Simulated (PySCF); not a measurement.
Simulated absorption spectrum

Species: C3H10O2Si2.
InChI=1S/C3H10O2Si2/c1-6-2-3(6)7(4)5/h3-7H,2H2,1H3/t3-,6-/m1/s1

Method: TDDFT wB97X-D/def2-SVPD, vertical, gas phase, core orbitals frozen in the response (PySCF 2.14.0, density-fitted response routines). One conformer (not necessarily the lowest) at the GFN2-xTB geometry, without solvent, vibrations or thermal averaging. Torsions of this conformer, `[CH3:1][Si@@H:2]1[CH2:3][C@H:4]1[SiH:5]([OH:6])[OH:7]`: C3–C4–Si5–O6 -73°, H–O6–Si5–C4 52°, H–O7–Si5–C4 151°.

Broadening: Gaussians 0.5 eV wide at half height, area fixed by f = 4.319×10⁻⁹ ∫ε dν̃. The width is an assumption, not a result. The curve ends short of the highest state used, and states not computed would add to its high-energy end.

E (eV), ε (L mol⁻¹ cm⁻¹) and a bar:
```
     5.71          5 
     5.74          9 
     5.76         12 
     5.79         20 
     5.82         32 
     5.85         49 
     5.88         75 
     5.90         98 
     5.93        145 
     5.96        211 #
     5.99        302 #
     6.02        424 #
     6.04        527 #
     6.07        720 ##
     6.10        967 ###
     6.13       1277 ###
     6.15       1522 ####
     6.18       1954 #####
     6.21       2466 #######
     6.24       3061 ########
     6.27       3737 ##########
     6.29       4230 ###########
     6.32       5022 #############
     6.35       5864 ################
     6.38       6734 ##################
     6.41       7606 ####################
     6.43       8173 ######################
     6.46       8979 ########################
     6.49       9702 ##########################
     6.52      10313 ############################
     6.54      10643 ############################
     6.57      11009 #############################
     6.60      11205 ##############################
     6.63      11225 ##############################
     6.66      11072 ##############################
     6.68      10880 #############################
     6.71      10471 ############################
     6.74       9939 ###########################
     6.77       9313 #########################
     6.79       8861 ########################
     6.82       8153 ######################
     6.85       7439 ####################
     6.88       6746 ##################
     6.91       6098 ################
     6.93       5699 ###############
     6.96       5161 ##############
     6.99       4699 #############
     7.02       4316 ############
     7.05       4007 ###########
     7.07       3839 ##########
     7.10       3636 ##########
     7.13       3481 #########
     7.16       3361 #########
     7.18       3295 #########
     7.21       3208 #########
     7.24       3124 ########
```

(1) Locate the maxima and give the states behind the curve.

(2) On this curve, what absorbance would a 10⁻⁴ mol/L sample give at 193 nm over a 1 cm path?

(3) Coming from long wavelengths, where does ε first pass 100 L mol⁻¹ cm⁻¹?

Answers

(1) 187 nm (6.62 eV), ε about 11000, made up of S1 (15%), S2 (71%) and S3 (12%) (ε in L mol⁻¹ cm⁻¹; maxima over ε = 5, shares over 10%). The states used: S1 6.46 eV (f 0.042); S2 6.62 eV (f 0.148); S3 6.77 eV (f 0.032); S4 7.04 eV (f 0.023); S5 7.31 eV (f 0.031); S6 7.35 eV (f 0.0094); S7 7.75 eV (f 0.0063); S8 7.84 eV (f 0.010).

(2) 193 nm is 6.424 eV, where ε is about 8000 L mol⁻¹ cm⁻¹, so A = ε c l ≈ 0.8 (Beer–Lambert, with the gas-phase spectrum and the assumed width).

(3) At about 210 nm (5.90 eV), 0.56 eV below S1.

On Arm Neoverse N1, one thread, no GPU, on a shared host, this took 1.7 min and 0.99 GiB of memory at its peak.

Without π bonds the low states are Rydberg-like; a valence basis with one diffuse set may place them up to an eV too high.
